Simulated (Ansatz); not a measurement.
```yaml
crystal:
  periodic: [false, false, false]
  atoms:
    - {symbol: F, position_ang: [-1.311223, 0.374965, -0.686387]}
    - {symbol: Ga, position_ang: [0.211074, 0.523561, 0.176745]}
    - {symbol: F, position_ang: [1.089248, -0.963427, 0.496341]}
basis:
  gaussian: {orbitals: def2-mTZVP}
magnetization: {spin_polarized: true, initial_magnetization: 2}
hamiltonian: {xc: {name: r2SCANh}}
output: {forces: true}
```

```sh
$ ansatz run in.yaml --threads 2 --pin off --events-out ev --progress --plain --max-ram 32768MiB --backend cpu
```

(1) How does Ansatz answer? (Estimate.)

## Answers

(1) Ansatz gave: The input was rejected before any iteration.
```
Error: a molecule whose nuclei and cores have a total charge of 49 cannot have a net charge of 0 together with 2 unpaired electrons
```
